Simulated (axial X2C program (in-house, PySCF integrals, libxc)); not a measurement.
Outer orbitals of GeBr at 2.329 Å, PBE0

Computed with an in-house relativistic program for diatomic molecules. Spin-free means the one-electron spin-free X2C Hamiltonian; two-component (2c) means X2C with spin–orbit coupling and atomic mean-field two-electron Coulomb and Gaunt terms, so the difference of the two also holds small scalar two-electron terms. Basis: Br dyall-cv3z [8s9p6d4f1g], Ge dyall-cv3z [9s9p7d4f1g] (cores contracted in-house); Gaussian nuclei, density fitting, unrestricted open shells. Masses: Br 78.918 u, Ge 73.921 u.

The distance is close to the 2c PBE0 minimum; the highest filled and lowest empty levels are listed.

Spin-free orbitals, state M_S = 1/2, Λ = 1 (beyond evenly filled blocks: π+α) (Löwdin shares):

```csv
symmetry,occupied,ε (eV),atomic character
δ+α,yes,-33.56,100% Ge d
δ-α,yes,-33.52,100% Ge d
σα,yes,-33.52,100% Ge d
π+α,yes,-33.50,100% Ge d
π-α,yes,-33.48,100% Ge d
σβ,yes,-33.48,100% Ge d
π+β,yes,-33.44,100% Ge d
π-β,yes,-33.44,100% Ge d
δ+β,yes,-33.43,100% Ge d
δ-β,yes,-33.43,100% Ge d
σα,yes,-22.16,"81% Br s, 7% Ge p, 6% Ge s"
σβ,yes,-22.09,"82% Br s, 7% Ge p, 5% Ge s"
σα,yes,-14.22,"69% Ge s, 24% Br p, 5% Br s"
σβ,yes,-13.41,"63% Ge s, 29% Br p, 5% Br s"
σα,yes,-8.98,"52% Br p, 28% Ge p, 16% Ge s"
π+α,yes,-8.95,"84% Br p, 12% Ge p, 3% Ge d"
π-α,yes,-8.77,"86% Br p, 10% Ge p, 3% Ge d"
π-β,yes,-8.70,"89% Br p, 7% Ge p, 3% Ge d"
π+β,yes,-8.70,"89% Br p, 7% Ge p, 3% Ge d"
σβ,yes,-8.68,"47% Br p, 27% Ge p, 22% Ge s"
π+α,yes,-5.18,"85% Ge p, 11% Br p, 2% Br d"
π-α,no,-3.34,"87% Ge p, 9% Br p, 2% Br d"
π-β,no,-2.41,"89% Ge p, 7% Br p, 3% Br d"
π+β,no,-2.41,"89% Ge p, 7% Br p, 3% Br d"
σα,no,-0.70,"59% Ge p, 13% Br p, 13% Ge d"
```

Spinors with spin–orbit coupling (state Ω = 1/2):

| ω | occupied | ε (eV) | atomic character | λ mixture |
| --- | --- | --- | --- | --- |
| 3/2 | yes | -33.83 | 100% Ge d | 86% δ, 14% π |
| 1/2 | yes | -33.79 | 100% Ge d | 62% π, 38% σ |
| -1/2 | yes | -33.76 | 100% Ge d | 52% π, 48% σ |
| -3/2 | yes | -33.73 | 100% Ge d | 76% δ, 24% π |
| -5/2 | yes | -33.27 | 100% Ge d | 100% δ |
| 1/2 | yes | -33.24 | 100% Ge d | 62% σ, 38% π |
| -1/2 | yes | -33.23 | 100% Ge d | 52% σ, 48% π |
| -3/2 | yes | -33.22 | 100% Ge d | 76% π, 24% δ |
| 3/2 | yes | -33.20 | 100% Ge d | 86% π, 14% δ |
| 5/2 | yes | -33.17 | 100% Ge d | 100% δ |
| -1/2 | yes | -22.16 | 81% Br s, 7% Ge p, 6% Ge s | 100% σ |
| 1/2 | yes | -22.10 | 82% Br s, 7% Ge p, 5% Ge s | 100% σ |
| -1/2 | yes | -14.21 | 68% Ge s, 24% Br p, 5% Br s | 100% σ |
| 1/2 | yes | -13.39 | 63% Ge s, 30% Br p, 5% Br s | 100% σ |
| 1/2 | yes | -9.14 | 82% Br p, 12% Ge p, 3% Ge d | 90% π, 10% σ |
| -1/2 | yes | -9.09 | 65% Br p, 20% Ge p, 12% Ge s | 66% σ, 34% π |
| -1/2 | yes | -8.73 | 76% Br p, 15% Ge p, 5% Ge s | 66% π, 34% σ |
| 1/2 | yes | -8.63 | 50% Br p, 27% Ge p, 20% Ge s | 90% σ, 10% π |
| -3/2 | yes | -8.62 | 86% Br p, 10% Ge p, 3% Ge d | 100% π |
| 3/2 | yes | -8.54 | 88% Br p, 7% Ge p, 3% Ge d | 100% π |
| 1/2 | yes | -5.24 | 85% Ge p, 11% Br p, 2% Br d | 100% π |
| -3/2 | no | -3.24 | 86% Ge p, 10% Br p, 3% Br d | 100% π |
| -1/2 | no | -2.45 | 90% Ge p, 6% Br p, 3% Br d | 100% π |
| 3/2 | no | -2.32 | 89% Ge p, 7% Br p, 3% Br d | 100% π |
| -1/2 | no | -0.68 | 59% Ge p, 13% Br p, 13% Ge d | 100% σ |

Q: How does the gap between the highest filled and lowest empty level change from the spin-free to the 2c table?

A: From 1.84 to 2.00 eV at PBE0, a change of 0.16 eV.

Mulliken charges and populations of the two-component result (they depend on the basis, above all on diffuse functions):

Br -0.22 e (s 7.96 p 17.22 d 10.03), Ge 0.22 e (s 7.96 p 13.72 d 10.08 f 0.01). ⟨Lz⟩ = 1.00 ħ and ⟨Sz⟩ = -0.50 ħ (0.00 and -0.50 on the two atoms), which add up to Ω.

The state is one determinant whose occupation by symmetry is held fixed; it was picked as the lowest of a PBE0 search that is not exhaustive. Density functionals use the spin component along the axis (collinear). The functionals have no current-density term, which raises determinants with orbital currents, atoms included.
